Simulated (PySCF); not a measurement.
HBFO (SMILES [OH+]=BF), charge +1, singlet, at a GFN2-xTB geometry. Base run: PBE0/STO-3G run with PySCF.

The PySCF input:
```python
from pyscf import gto, scf, dft

mol = gto.Mole()
mol.atom = '''
    O    -0.00000000   -0.00000000   -1.17560346
    B     0.00000000    0.00000000    0.02998249
    F     0.00000000    0.00000000    1.26671985
    H    -0.00000000   -0.00000000   -2.14556344
'''
mol.basis = 'sto-3g'
mol.charge = 1
mol.verbose = 4
mol.build()

mf = dft.RKS(mol)
mf.xc = 'pbe0'
mf.kernel()
```

Each row names what was changed in the base input (with any setting that the change needs).

```json
[
 {"change": "base", "basis functions": "16", "E (Eh)": "-197.34946", "HOMO (eV)": "-17.25", "HOMO-LUMO gap (eV)": "13.11"},
 {"change": "basis = cc-pVDZ-DK; relativity = none", "basis functions": "47", "E (Eh)": "-200.04987", "HOMO (eV)": "-19.76", "HOMO-LUMO gap (eV)": "13.02"},
 {"change": "basis = x2c-SVPall; relativity = spin-free X2C", "basis functions": "47", "E (Eh)": "-200.05417", "HOMO (eV)": "-19.83", "HOMO-LUMO gap (eV)": "13.10"},
 {"change": "basis = ANO-RCC-VDZP; relativity = none", "basis functions": "47", "E (Eh)": "-200.11613", "HOMO (eV)": "-19.94", "HOMO-LUMO gap (eV)": "12.94"},
 {"change": "basis = x2c-SVPall; relativity = none", "basis functions": "47", "E (Eh)": "-199.90517", "HOMO (eV)": "-19.85", "HOMO-LUMO gap (eV)": "13.15"},
 {"change": "basis = cc-pVDZ-DK; relativity = spin-free X2C", "basis functions": "47", "E (Eh)": "-200.20793", "HOMO (eV)": "-19.76", "HOMO-LUMO gap (eV)": "13.00"},
 {"change": "basis = ANO-RCC-VDZP; relativity = spin-free X2C", "basis functions": "47", "E (Eh)": "-200.28131", "HOMO (eV)": "-19.93", "HOMO-LUMO gap (eV)": "12.92"},
 {"change": "basis = ANO-RCC-VDZP; relativity = spin-free X2C; nucleus = Gaussian (with mol.nucmod = 'G')", "basis functions": "47", "E (Eh)": "-200.28128", "HOMO (eV)": "-19.93", "HOMO-LUMO gap (eV)": "12.92"},
 {"change": "basis = cc-pVDZ-DK; relativity = spin-free X2C; nucleus = Gaussian (with mol.nucmod = 'G')", "basis functions": "47", "E (Eh)": "-200.20789", "HOMO (eV)": "-19.76", "HOMO-LUMO gap (eV)": "13.00"},
 {"change": "basis = x2c-SVPall; relativity = spin-free X2C; nucleus = Gaussian (with mol.nucmod = 'G')", "basis functions": "47", "E (Eh)": "-200.05413", "HOMO (eV)": "-19.83", "HOMO-LUMO gap (eV)": "13.10"}
]
```

Totals shift with the method and basis; they matter in differences.

Basis sets contracted for a relativistic Hamiltonian are a mismatch without it, so the rows without relativity aren't non-relativistic limits. No row has spin-orbit coupling; sets with core potentials leave out the core electrons.
